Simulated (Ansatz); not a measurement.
Total energies of CH₄AlPS₂.

Z-matrix (Å, degrees):
```
P
Al 1 2.457
S 1 2.097 2 57.4
H 1 1.412 2 130.7 3 -82.9
H 1 1.411 2 129.0 3 83.8
S 2 2.123 1 133.1 3 -135.9
C 2 1.906 1 131.7 3 144.4
H 7 1.087 2 122.7 1 19.2
H 7 1.087 2 122.5 1 -138.4
```

Total charge 0; spin multiplicity 1. The bonds changed during the relaxation, so this is another structure than the one it started from. All single points use the PBE0-D4/def2-TZVP geometry. It is one conformer, not always the lowest. Basis def2-TZVPP, the Gaussian-basis code of Ansatz.

RPA on PBE orbitals: Hartree–Fock energy of these orbitals -1417.94770 Eh, correlation -1.26957 Eh (frozen core).

```
             functional  energy without D4 (Eh)  D4 term (kJ/mol)
            LDA (SPW92)             -1415.36680                 –
                   BLYP             -1420.75729             -60.3
                 r2SCAN             -1420.66177              -6.8
                   PBE0             -1420.22144             -24.5
                  B3LYP             -1420.85856             -46.5
                r2SCAN0             -1420.63825              -8.3
HSE06 (plane-wave form)             -1420.19170             -23.3
                  BHLYP             -1420.74974             -41.2
              CAM-B3LYP             -1420.78672             -25.7
                LC-ωPBE             -1420.33810                 –
                ωB97X-V             -1420.55887                 –
                ωB97M-V             -1420.68641                 –
                 B2PLYP             -1420.25326                 –
               PBE-QIDH             -1419.86793                 –
```

**Question.** Give the same for PBE, revPBE, B97M-V, r2SCANh. (Estimate.)

**Answer.** Computed: 
```
functional  energy without D4 (Eh)  D4 term (kJ/mol)
       PBE             -1420.10048             -28.4
    revPBE             -1420.51583             -71.7
    B97M-V             -1420.44479                 –
   r2SCANh             -1420.65185              -7.4
```

B3LYP takes the VWN-RPA correlation (the form of Gaussian; ORCA's B3LYP/G). HSE06 is the plane-wave form, built on full-range PBE exchange. The double hybrids freeze the cores in their second-order part.

LC-ωPBE has ω = 0.4 bohr⁻¹.
